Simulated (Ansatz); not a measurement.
Relaxation of C9H14ClN⁻, that is N-butylpyridinium chloride with one electron more (charge -1, doublet) with UKS PBE-D4/def2-SVP in Ansatz.

Positions (Å) and forces (eV/Å) at steps 12, 13, 14, 15, 16, 19, 20, 21, 22, 23, 24 of 24:

```xyz
25
step=12 energy=-23543.7401 eV
C    -3.728    0.417    0.843    0.006    0.006    0.003
C    -2.716   -0.250   -0.088   -0.001    0.007   -0.005
C    -1.265    0.003    0.323    0.011    0.014   -0.006
C    -0.288   -0.632   -0.671    0.001    0.003    0.000
N     1.116   -0.406   -0.366    0.000    0.015    0.009
C     1.854    0.543   -1.081   -0.016    0.015    0.023
C     3.200    0.696   -0.845    0.003    0.025    0.020
C     3.875   -0.058    0.176    0.002   -0.004    0.008
C     3.071   -0.922    0.965    0.016   -0.030   -0.016
C     1.725   -1.091    0.697    0.008   -0.004    0.003
H    -3.611    0.067    1.892   -0.001    0.007    0.003
H    -4.777    0.213    0.538    0.005    0.014   -0.001
H    -3.576    1.516    0.837    0.008    0.007    0.003
H    -2.920   -1.346   -0.153   -0.002    0.013   -0.007
H    -2.848    0.162   -1.114    0.020    0.021    0.012
H    -1.078   -0.373    1.356    0.000   -0.012    0.007
H    -1.066    1.102    0.269   -0.002   -0.011    0.033
H    -0.462   -1.735   -0.750    0.010    0.014   -0.012
H    -0.485   -0.168   -1.659    0.001    0.034    0.020
H     1.238    1.218   -1.715    0.011    0.010    0.033
H     3.737    1.457   -1.434    0.002    0.015    0.029
H     4.943    0.087    0.389    0.006   -0.017   -0.002
H     3.500   -1.468    1.821    0.008   -0.025   -0.019
H     1.062   -1.729    1.298    0.008   -0.017   -0.010
Cl   -0.595    2.731   -1.440   -0.105   -0.100   -0.128
25
step=13 energy=-23543.7854 eV
C    -3.724    0.426    0.845    0.006    0.005   -0.001
C    -2.712   -0.240   -0.087    0.002    0.007    0.003
C    -1.262    0.002    0.334   -0.009   -0.039    0.017
C    -0.284   -0.621   -0.667    0.002    0.000    0.008
N     1.118   -0.396   -0.356    0.010    0.005    0.013
C     1.855    0.561   -1.061    0.008    0.008    0.044
C     3.202    0.712   -0.825    0.012    0.000    0.020
C     3.880   -0.062    0.181    0.002   -0.005    0.000
C     3.079   -0.940    0.957    0.002    0.009    0.003
C     1.731   -1.098    0.694    0.008   -0.009   -0.016
H    -3.611    0.073    1.894    0.000    0.007    0.002
H    -4.773    0.227    0.536    0.002    0.014   -0.001
H    -3.569    1.525    0.841    0.004    0.010    0.006
H    -2.922   -1.334   -0.162    0.000    0.012   -0.006
H    -2.832    0.186   -1.108    0.018    0.024    0.005
H    -1.079   -0.387    1.363   -0.001   -0.017    0.013
H    -1.065    1.100    0.294    0.006   -0.009    0.024
H    -0.456   -1.723   -0.762    0.004    0.015   -0.001
H    -0.482   -0.135   -1.645   -0.001    0.036    0.014
H     1.237    1.236   -1.692   -0.002    0.005    0.013
H     3.739    1.477   -1.406    0.004    0.022    0.028
H     4.951    0.074    0.388    0.007   -0.011   -0.002
H     3.510   -1.498    1.804    0.012   -0.036   -0.024
H     1.069   -1.745    1.287    0.007   -0.015   -0.013
Cl   -0.695    2.614   -1.561   -0.102   -0.035   -0.148
25
step=14 energy=-23543.8231 eV
C    -3.721    0.434    0.848    0.005    0.007    0.003
C    -2.708   -0.233   -0.083   -0.003    0.006   -0.008
C    -1.259   -0.009    0.351    0.002    0.038   -0.035
C    -0.281   -0.615   -0.659    0.012    0.020   -0.001
N     1.122   -0.390   -0.344   -0.007   -0.006    0.017
C     1.857    0.575   -1.038   -0.047    0.038    0.016
C     3.204    0.724   -0.805    0.012    0.014    0.019
C     3.886   -0.064    0.187   -0.008    0.002    0.000
C     3.087   -0.954    0.953    0.008   -0.017   -0.013
C     1.739   -1.109    0.692    0.010   -0.004   -0.005
H    -3.614    0.077    1.896   -0.003    0.005    0.002
H    -4.769    0.240    0.534    0.008    0.012   -0.002
H    -3.562    1.532    0.846    0.002    0.005    0.007
H    -2.926   -1.325   -0.171   -0.002    0.012   -0.007
H    -2.813    0.209   -1.099    0.016    0.015    0.011
H    -1.082   -0.412    1.375    0.001    0.005    0.000
H    -1.062    1.088    0.324    0.004    0.005    0.048
H    -0.450   -1.715   -0.770    0.003    0.015   -0.015
H    -0.482   -0.105   -1.626    0.000    0.011    0.008
H     1.235    1.244   -1.673    0.023    0.010    0.022
H     3.741    1.496   -1.378   -0.004    0.012    0.027
H     4.959    0.063    0.389    0.002   -0.006   -0.002
H     3.523   -1.531    1.785    0.006   -0.019   -0.021
H     1.079   -1.765    1.277    0.009   -0.017   -0.013
Cl   -0.799    2.579   -1.722   -0.049   -0.162   -0.059
25
step=15 energy=-23543.8602 eV
C    -3.712    0.456    0.842    0.001   -0.002    0.002
C    -2.701   -0.212   -0.089   -0.027   -0.034    0.037
C    -1.253   -0.014    0.361   -0.026    0.047   -0.077
C    -0.277   -0.626   -0.648    0.014    0.082    0.023
N     1.123   -0.392   -0.329    0.019   -0.044    0.018
C     1.844    0.598   -1.005   -0.013    0.017    0.041
C     3.193    0.749   -0.777    0.008    0.006    0.034
C     3.888   -0.060    0.189   -0.013    0.018   -0.017
C     3.101   -0.972    0.941    0.011   -0.028   -0.016
C     1.751   -1.127    0.688    0.015    0.001   -0.027
H    -3.613    0.093    1.889   -0.002    0.006   -0.003
H    -4.760    0.273    0.523    0.001    0.015   -0.004
H    -3.546    1.553    0.848    0.002    0.009    0.004
H    -2.931   -1.300   -0.188   -0.008    0.003   -0.004
H    -2.788    0.244   -1.100    0.031    0.033    0.009
H    -1.087   -0.422    1.385   -0.004   -0.002    0.007
H    -1.046    1.081    0.341    0.006   -0.029    0.046
H    -0.443   -1.726   -0.760    0.012    0.007    0.016
H    -0.478   -0.115   -1.613   -0.025    0.024   -0.026
H     1.213    1.270   -1.630    0.021   -0.019    0.009
H     3.722    1.537   -1.336   -0.005    0.014    0.025
H     4.963    0.064    0.381   -0.003    0.001   -0.005
H     3.548   -1.572    1.751    0.002   -0.001   -0.019
H     1.100   -1.803    1.260    0.006   -0.014   -0.015
Cl   -0.908    2.456   -1.836   -0.026   -0.111   -0.059
25
step=16 energy=-23543.8890 eV
C    -3.713    0.469    0.846    0.008   -0.003    0.003
C    -2.702   -0.200   -0.085   -0.005   -0.003   -0.021
C    -1.255   -0.014    0.371    0.004    0.021   -0.010
C    -0.274   -0.617   -0.639   -0.010   -0.023   -0.009
N     1.127   -0.388   -0.320    0.002    0.003    0.005
C     1.842    0.619   -0.977    0.000   -0.029    0.024
C     3.190    0.774   -0.749    0.007   -0.001    0.026
C     3.894   -0.056    0.194   -0.022    0.010    0.001
C     3.114   -0.993    0.925    0.007    0.023   -0.005
C     1.764   -1.145    0.676   -0.001    0.004   -0.019
H    -3.622    0.100    1.892   -0.007    0.007    0.003
H    -4.761    0.296    0.520    0.006    0.010   -0.002
H    -3.540    1.566    0.857   -0.005    0.003    0.014
H    -2.940   -1.286   -0.198    0.005    0.024   -0.001
H    -2.771    0.274   -1.089    0.005   -0.001   -0.005
H    -1.094   -0.434    1.392    0.006    0.011    0.009
H    -1.045    1.078    0.369    0.003    0.000    0.046
H    -0.438   -1.716   -0.753    0.000   -0.003    0.010
H    -0.481   -0.101   -1.604   -0.003    0.021   -0.002
H     1.210    1.278   -1.613    0.009    0.004    0.024
H     3.714    1.576   -1.293   -0.007    0.003    0.017
H     4.969    0.066    0.382    0.001    0.006    0.001
H     3.566   -1.605    1.722    0.009   -0.019   -0.030
H     1.117   -1.837    1.236    0.010   -0.011   -0.021
Cl   -0.965    2.330   -1.973   -0.023   -0.057   -0.057
25
step=19 energy=-23543.9296 eV
C    -3.699    0.529    0.864   -0.003    0.003    0.007
C    -2.693   -0.135   -0.075    0.017    0.021    0.000
C    -1.242    0.001    0.393   -0.007    0.020   -0.003
C    -0.278   -0.643   -0.610   -0.008    0.020   -0.003
N     1.129   -0.420   -0.309    0.043   -0.032    0.014
C     1.805    0.655   -0.898   -0.020   -0.011    0.064
C     3.142    0.863   -0.643   -0.010   -0.021    0.027
C     3.881    0.004    0.244   -0.054   -0.067    0.030
C     3.149   -1.044    0.874    0.047    0.052   -0.033
C     1.807   -1.237    0.611   -0.018    0.002   -0.026
H    -3.641    0.120    1.898   -0.002    0.005   -0.011
H    -4.744    0.398    0.511    0.012    0.006    0.004
H    -3.505    1.621    0.927    0.000   -0.013    0.004
H    -2.951   -1.212   -0.211    0.000    0.008   -0.003
H    -2.731    0.358   -1.075   -0.007   -0.014    0.001
H    -1.099   -0.415    1.420    0.003    0.002   -0.007
H    -0.995    1.085    0.413   -0.004   -0.012   -0.002
H    -0.455   -1.742   -0.684    0.004    0.007    0.010
H    -0.495   -0.150   -1.591    0.006   -0.024    0.002
H     1.159    1.297   -1.534   -0.007   -0.012   -0.039
H     3.632    1.719   -1.135   -0.020   -0.020    0.018
H     4.949    0.163    0.447   -0.014   -0.003    0.004
H     3.640   -1.727    1.589   -0.010    0.042   -0.023
H     1.202   -2.027    1.084    0.038    0.048   -0.050
Cl   -1.059    1.974   -2.422    0.011   -0.007    0.016
25
step=20 energy=-23543.9320 eV
C    -3.684    0.555    0.869   -0.010    0.005    0.003
C    -2.688   -0.115   -0.077    0.011    0.003    0.025
C    -1.234    0.006    0.387   -0.010    0.000   -0.014
C    -0.282   -0.668   -0.610   -0.012    0.001    0.012
N     1.127   -0.445   -0.319    0.072   -0.033    0.010
C     1.785    0.657   -0.881    0.020   -0.048    0.022
C     3.114    0.892   -0.610   -0.033   -0.036    0.024
C     3.865    0.033    0.267   -0.070   -0.089    0.059
C     3.155   -1.051    0.861    0.052    0.057   -0.037
C     1.820   -1.271    0.582   -0.013    0.019   -0.021
H    -3.635    0.133    1.899    0.000    0.005   -0.014
H    -4.731    0.446    0.514    0.010    0.006    0.008
H    -3.474    1.643    0.948    0.003   -0.016   -0.005
H    -2.958   -1.189   -0.211   -0.002   -0.003    0.003
H    -2.726    0.375   -1.078    0.004   -0.001    0.011
H    -1.094   -0.398    1.418   -0.001   -0.008   -0.008
H    -0.971    1.087    0.396   -0.003   -0.022   -0.021
H    -0.464   -1.767   -0.657    0.009    0.019    0.021
H    -0.501   -0.198   -1.602    0.001   -0.023    0.029
H     1.136    1.281   -1.534   -0.017    0.003    0.011
H     3.589    1.767   -1.083   -0.018   -0.027    0.011
H     4.928    0.215    0.484   -0.024   -0.008    0.006
H     3.657   -1.744    1.560   -0.012    0.054   -0.035
H     1.234   -2.094    1.022    0.049    0.076   -0.051
Cl   -1.058    1.883   -2.456   -0.006    0.068   -0.048
25
step=21 energy=-23543.9334 eV
C    -3.667    0.581    0.878   -0.012    0.015    0.000
C    -2.685   -0.104   -0.071    0.020    0.001   -0.013
C    -1.227    0.001    0.382    0.003    0.001   -0.008
C    -0.285   -0.697   -0.608   -0.043    0.029   -0.040
N     1.127   -0.476   -0.331    0.094   -0.013   -0.002
C     1.763    0.653   -0.868    0.023   -0.062   -0.006
C     3.084    0.917   -0.576   -0.056   -0.043    0.012
C     3.848    0.061    0.290   -0.096   -0.117    0.066
C     3.162   -1.060    0.849    0.024    0.126   -0.033
C     1.834   -1.308    0.552   -0.003    0.033   -0.016
H    -3.626    0.152    1.905    0.000    0.006   -0.012
H    -4.717    0.496    0.522    0.025    0.003    0.010
H    -3.435    1.665    0.963   -0.002   -0.026   -0.008
H    -2.969   -1.176   -0.201    0.003    0.009    0.005
H    -2.721    0.381   -1.075   -0.010    0.003    0.007
H    -1.087   -0.392    1.418    0.006    0.002   -0.013
H    -0.949    1.078    0.376   -0.005   -0.016   -0.006
H    -0.472   -1.797   -0.630    0.007    0.039    0.003
H    -0.510   -0.247   -1.610    0.013   -0.029    0.041
H     1.109    1.263   -1.530   -0.004    0.026    0.037
H     3.541    1.813   -1.029   -0.025   -0.047    0.010
H     4.902    0.269    0.527   -0.042   -0.016    0.005
H     3.672   -1.750    1.542    0.008    0.019   -0.041
H     1.267   -2.160    0.961    0.058    0.094   -0.045
Cl   -1.054    1.868   -2.548    0.014   -0.036    0.045
25
step=22 energy=-23543.9368 eV
C    -3.662    0.583    0.876    0.000    0.011    0.003
C    -2.685   -0.111   -0.072    0.011   -0.011   -0.014
C    -1.224    0.001    0.373    0.006    0.010   -0.001
C    -0.284   -0.702   -0.616   -0.036    0.003   -0.022
N     1.128   -0.481   -0.341    0.061   -0.002   -0.003
C     1.765    0.646   -0.878    0.001   -0.002    0.048
C     3.083    0.912   -0.581   -0.041   -0.020    0.006
C     3.843    0.062    0.296   -0.053   -0.092    0.025
C     3.157   -1.055    0.854    0.011    0.095   -0.037
C     1.832   -1.306    0.550    0.004    0.017   -0.018
H    -3.614    0.166    1.907   -0.001    0.005   -0.005
H    -4.713    0.494    0.528    0.016    0.001    0.005
H    -3.429    1.667    0.947   -0.001   -0.016   -0.007
H    -2.968   -1.184   -0.189    0.001    0.004    0.006
H    -2.729    0.365   -1.079    0.001    0.009    0.008
H    -1.078   -0.385    1.411    0.005   -0.002   -0.008
H    -0.949    1.078    0.355   -0.010   -0.012   -0.005
H    -0.472   -1.801   -0.634    0.008    0.019    0.004
H    -0.509   -0.256   -1.618    0.006   -0.012    0.033
H     1.104    1.271   -1.521    0.013   -0.013   -0.014
H     3.541    1.806   -1.034   -0.018   -0.020    0.011
H     4.895    0.273    0.539   -0.025   -0.011   -0.001
H     3.668   -1.745    1.546    0.008    0.003    0.001
H     1.264   -2.155    0.961    0.030    0.040   -0.024
Cl   -1.053    1.890   -2.490    0.002   -0.003    0.009
25
step=23 energy=-23543.9362 eV rejected
C    -3.653    0.596    0.865   -0.003   -0.020    0.026
C    -2.681   -0.115   -0.074    0.010   -0.021   -0.025
C    -1.221   -0.004    0.369   -0.042    0.015    0.080
C    -0.283   -0.714   -0.613    0.004   -0.022   -0.070
N     1.130   -0.492   -0.342    0.027    0.050   -0.038
C     1.756    0.646   -0.871   -0.045   -0.070    0.051
C     3.071    0.915   -0.574    0.052    0.003    0.026
C     3.838    0.063    0.299    0.095    0.186   -0.113
C     3.162   -1.054    0.850   -0.073   -0.181    0.110
C     1.840   -1.315    0.545   -0.037    0.013   -0.019
H    -3.608    0.191    1.901    0.003    0.013   -0.001
H    -4.706    0.509    0.519    0.011    0.002   -0.005
H    -3.412    1.679    0.920   -0.003    0.010   -0.001
H    -2.971   -1.187   -0.184   -0.003    0.002    0.010
H    -2.722    0.358   -1.084    0.000   -0.002    0.001
H    -1.072   -0.382    1.409   -0.008   -0.001   -0.018
H    -0.949    1.074    0.343    0.011   -0.006   -0.016
H    -0.469   -1.814   -0.624   -0.001    0.019    0.012
H    -0.510   -0.279   -1.618    0.003    0.001    0.022
H     1.091    1.271   -1.507    0.001   -0.002   -0.019
H     3.526    1.813   -1.022   -0.011   -0.006    0.011
H     4.888    0.284    0.540   -0.040   -0.026    0.004
H     3.675   -1.745    1.540    0.006    0.031   -0.021
H     1.280   -2.170    0.950    0.016    0.019   -0.009
Cl   -1.094    1.908   -2.448    0.027   -0.007    0.002
25
step=24 energy=-23543.9380 eV
C    -3.653    0.590    0.874   -0.005    0.005    0.002
C    -2.682   -0.117   -0.071    0.003   -0.003   -0.001
C    -1.221   -0.003    0.369    0.001    0.004    0.003
C    -0.285   -0.708   -0.620   -0.006   -0.010    0.000
N     1.128   -0.488   -0.349    0.024    0.012   -0.014
C     1.759    0.646   -0.876   -0.012   -0.022    0.008
C     3.074    0.915   -0.574    0.003    0.000    0.000
C     3.836    0.064    0.299    0.001    0.010    0.004
C     3.153   -1.052    0.855   -0.001   -0.016   -0.011
C     1.832   -1.309    0.545   -0.009    0.010   -0.004
H    -3.602    0.185    1.909    0.002    0.004   -0.005
H    -4.706    0.498    0.532    0.002    0.001    0.003
H    -3.417    1.674    0.929   -0.001   -0.006   -0.003
H    -2.969   -1.190   -0.179    0.000    0.004    0.003
H    -2.728    0.355   -1.081   -0.002   -0.001    0.005
H    -1.070   -0.384    1.407    0.002    0.000   -0.006
H    -0.949    1.075    0.342   -0.002   -0.004   -0.001
H    -0.472   -1.807   -0.634    0.003    0.003    0.003
H    -0.512   -0.266   -1.622    0.002    0.004    0.005
H     1.101    1.268   -1.523   -0.003    0.004    0.002
H     3.530    1.812   -1.022   -0.005   -0.002    0.001
H     4.886    0.279    0.545   -0.006   -0.005    0.004
H     3.665   -1.742    1.546    0.003    0.005    0.007
H     1.267   -2.160    0.951    0.004    0.002   -0.002
Cl   -1.058    1.903   -2.463    0.000    0.002   -0.003
```

The highest occupied level of the relaxed charge -1 doublet lies above zero (up to 1.25 eV). By energy differences its removal costs 1.32 eV (each at its own geometry, to the charge 0 singlet, at PBE0-D4/def2-TZVP). The relaxation made no stability test and no search for a lower SCF solution.
